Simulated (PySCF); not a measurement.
CH3F3Si. Atoms are numbered in the order given.

```xyz
8

F      1.9037    -0.6374     0.0000
C      1.2883     0.6024     0.0000
Si    -0.5793     0.4109     0.0000
F     -1.0392    -0.4274     1.3010
F     -1.0392    -0.4274    -1.3010
H      1.6140     1.1739    -0.8891
H      1.6140     1.1739     0.8891
H     -1.2754     1.7154     0.0000
```

The structure is a stationary point at ωB97X-D3(BJ)/def2-SVP. Other conformers were not sampled.

Method: PBE0/def2-TZVP run with PySCF.

Symmetry labels are those of the subgroup Cs that the program uses (full group Cs).

Computed valence orbital energies around the gap with their symmetry:
```
orbital  symmetry  energy (eV)
-------  --------  -----------
HOMO−7         A'       -13.89
HOMO−6         A'       -13.43
HOMO−5         A'       -12.68
HOMO−4         A"       -12.42
HOMO−3         A"       -12.13
HOMO−2         A'       -11.25
HOMO−1         A"       -10.41
HOMO           A'        -9.16
LUMO           A'         0.04
LUMO+1         A"         0.59
LUMO+2         A'         1.24
LUMO+3         A'         2.15
```
